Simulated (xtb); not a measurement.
CHCl (SMILES [CH]Cl), singlet, at a GFN2-xTB geometry. Base run: GFN0-xTB in xtb.

Here is a job for xtb.
```
$ xtb mol.xyz --gfn 0 --json

# file mol.xyz
3

C     -1.02555045     0.51141695     0.04925011
Cl     0.46670147    -0.16319083    -0.01323040
H     -1.78062225    -0.29425759    -0.07058381
```

The base run was repeated with changes; each row names its change, and settings that it needs were set with it.

```json
[
 {"change": "base", "ΔE vs base (kJ/mol)": "0.00", "HOMO-LUMO gap (eV)": "1.42"},
 {"change": "etemp = 5000", "ΔE vs base (kJ/mol)": "-29.6", "HOMO-LUMO gap (eV)": "1.42"},
 {"change": "acc = 0.1", "ΔE vs base (kJ/mol)": "0.00", "HOMO-LUMO gap (eV)": "1.42"},
 {"change": "etemp = 10", "ΔE vs base (kJ/mol)": "0.00", "HOMO-LUMO gap (eV)": "1.42"}
]
```
